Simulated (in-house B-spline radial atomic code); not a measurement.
Configurations of Pd3+, with energies counted from [Kr] 4d7. Level of theory: scalar-relativistic (X2C) SCAN, spin-polarised, spherical fractional occupations, Fermi nucleus of rms radius 4.5318 fm; calculated with an all-electron radial atomic-structure program (B-spline basis). Shells without spins written out take the highest spin.

Occupations are held fixed; configurations that lie above the ionisation limit could autoionise.

```tsv
configuration	E - E(ref) (eV)	highest orbital	its <r> (bohr)
[Kr] 4d(4 up, 3 down)	2.0985	4d down	1.304
[Kr] 4d6 5p1	17.699	5p up	2.671
[Kr] 4d6 5d1	28.042	5d up	3.652
[Ar] 3d10 4s2 4p(2 up, 3 down) 4d(4 up, 3 down) 5s(0 up, 1 down)	67.072	5s down	2.313
[Ar] 3d10 4s2 4p5 4d7 5d1	80.489	5d up	3.629
[Ar] 3d(4 up, 5 down) 4s2 4p6 4d(5 up, 2 down) 5p(0 up, 1 down)	361.02	5p down	2.705
[Ar] 3d9 4s2 4p6 4d7 4f1	374.26	4f up	3.542
```

Order these further configurations by energy, lowest first.
A. [Kr] 4d(5 up, 1 down) 5f(1 up, 0 down)
B. [Ar] 3d10 4s2 4p5 4d7 4f1
C. [Kr] 4d6 5s1
D. [Ar] 3d10 4s2 4p5 4d7 5f1
E. [Ar] 3d9 4s2 4p6 4d7 5f1

C (9.3857 eV), A (37.006 eV), B (84.485 eV), D (89.477 eV), E (379.18 eV).

How far above the reference does [Ar] 3d9 4s2 4p6 4d7 5d1 lie?

369.99 eV; its least bound orbital is 5d up with <r> = 3.593 bohr.

How far above the reference does [Ar] 3d10 4s2 4p(2 up, 3 down) 4d(2 up, 5 down) 5p(0 up, 1 down) lie?

70.106 eV; its least bound orbital is 5p down with <r> = 2.66 bohr.
